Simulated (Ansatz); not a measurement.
`C[O][W](=[O])(=[O])[F]` + H–F → `[O]=[W](=[O])([F])[F]` + CH₃OH at 600 K and 1 bar (ligand exchange at a W–O bond).

Program: Ansatz. Geometries: PBE0-D4/def2-TZVP. ΔE: electronic, gas phase. CCSD(T)/CBS adds triple-zeta CCSD(T) − MP2 to the extrapolated MP2 energy (def2 sets, frozen cores). This one scheme is used for every species. def2 core potentials past Kr. For W outer-core shells are correlated without core-valence functions, which leaves a few kJ/mol of doubt a bond. Each species was taken in one conformer, which may not be the lowest.

| species | CCSD(T)/CBS energy (Eh) | H − E (kJ/mol) | S (J/(mol·K)) |
| --- | --- | --- | --- |
| `C[O][W](=[O])(=[O])[F]` | -432.30984 | 195.1 | 476.0 |
| H–F | -100.39570 | 42.3 | 194.0 |
| `[O]=[W](=[O])([F])[F]` | -417.08739 | 72.9 | 383.5 |
| CH₃OH | -115.61712 | 163.6 | 277.3 |

H − E and S are ideal-gas, rigid-rotor, harmonic terms from PBE0-D4/def2-TZVP, for one conformer and one mirror image of each species. 1 Eh = 2625.50 kJ/mol, R = 8.31446 J/(mol·K).

Task: By hand: ΔE, ΔH, ΔS and ΔG.

Result: ΔE = (-417.08739) + (-115.61712) − (-432.30984) − (-100.39570) = 0.00103 Eh = 2.7 kJ/mol. Δ(H − E) = 72.9 + 163.6 − 195.1 − 42.3 = -0.9, so ΔH = 1.8 kJ/mol. ΔS = 383.5 + 277.3 − 476.0 − 194.0 = -9.2 J/(mol·K). ΔG = 1.8 − 600 × (-9.2)/1000 = 7.3 kJ/mol.

Task: By hand: the equilibrium constant, and the temperature at which ΔG would vanish if ΔH and ΔS stayed fixed.

Result: log₁₀ K = −ΔG/(RT ln 10) = -0.6. ΔH and −TΔS have one sign here, so there is no such temperature.

TΔS isn't small against ΔH here. A doubt of 5 kJ/mol in ΔE shifts log₁₀ K by 0.4 here. Other conformers and mirror images would add mixing entropy, several J/(mol·K) or more a flexible species. Modes under 60 cm⁻¹, often nearly free rotors, make the harmonic entropy too high. These are equilibria of isolated gas molecules and say nothing of rates. Largest T1 diagnostic: 0.023 (customary marks: 0.02 for closed shells, 0.045 for open ones).

ΔS is within the doubt of such terms, so its sign, and with it that verdict, could turn.
